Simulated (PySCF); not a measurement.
An unknown shows these calculated signals:

$^{1}$H NMR (600 MHz, computed): δ 7.11 (m, 1H), 6.37 (br s, 1H), 5.26 (m, 1H).

$^{13}$C{$^{1}$H} NMR (computed): δ 171.5 (CH), 158.3 (C), 96.0 (CH), 95.4 (C), 86.1 (C).

[PySCF 2.14: coordinates at the GFN2-xTB level; σ from GIAO-PBE0/pcSseg-1; in vacuum; no relativistic terms; one computed conformer]

Referencing at the same level of theory: $^{1}$H (σref 31.72) and $^{13}$C (σref 186.93) against TMS.

**Question.** Which of these does the molecule contain: an aldehyde, a C≡C triple bond, a heteroaromatic ring, an OH group, a carboxylic acid, a benzene ring?

**Answer.** 
- An aldehyde: no.
- A C≡C triple bond: yes (δC 95.4, 86.1).
- A heteroaromatic ring: no.
- An OH group: yes (δH 6.37 (br s)).
- A carboxylic acid: yes (δC 158.3; δH 6.37 (br s)).
- A benzene ring: no.

The data belong to `C(/C#CC(=O)O)=C/F`, C5H3FO2; they needn't prove each group on their own.

Carbon signals by region: 1 in the far downfield region (above 160 ppm), 1 in the sp2 and nitrile region (100–160 ppm), 3 at 50–100 ppm. Above 160 ppm: 171.5, alkene CH.

Exchangeable OH/NH protons stand at their gas-phase positions; hydrogen bonding in a real sample shifts them, mostly to higher δ. Splittings by $^{19}$F in the carbon and heteronuclear signals aren't shown, as no couplings were computed. Shifts are as computed. Against solution values, carbons near 30 ppm lie about +3 ppm off and those near 130 ppm about +5 ppm. Of 1211 compounds with measured shifts, 218 miss one by over three times the rms of a fit or turn the order of signals round; such compounds aren't used in these exercises. The C=O carbon of an acid or of an amide with N–H lies up to 10 ppm further downfield in solution, through hydrogen bonding that the calculation lacks. No couplings were computed; multiplicities are counted from neighbouring protons, with m where these are inequivalent, close in shift, in a saturated or five-membered ring or joined by F or P, and br s for small geminal =CH2 splittings.
